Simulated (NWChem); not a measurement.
C3H4ClF; SMILES C/C=C(\F)Cl

```xyz
9

C     -0.3309     2.3937     0.0000
C     -0.7349     0.9474     0.0000
C      0.1318    -0.0599     0.0000
F      1.4592     0.1113     0.0000
Cl    -0.2961    -1.7477     0.0000
H     -0.7302     2.9099    -0.8824
H      0.7558     2.5053     0.0000
H     -0.7302     2.9099     0.8824
H     -1.7905     0.6971     0.0000
```
Atoms are numbered in this order, from 1.

Program: NWChem. Medium grid unless said otherwise, to which SCAN and Minnesota functionals are sensitive. The geometry was optimised at B3LYP/6-31G* (spherical d).

Problem. Estimate the computed values for r2SCAN/def2-SVP. Quantities: highest occupied level (eV); orbital gap (eV); dipole (D).

Solution. The highest occupied level (eV) is -6.17 and the orbital gap (eV) comes out as 5.73. The dipole (D) is 1.68.
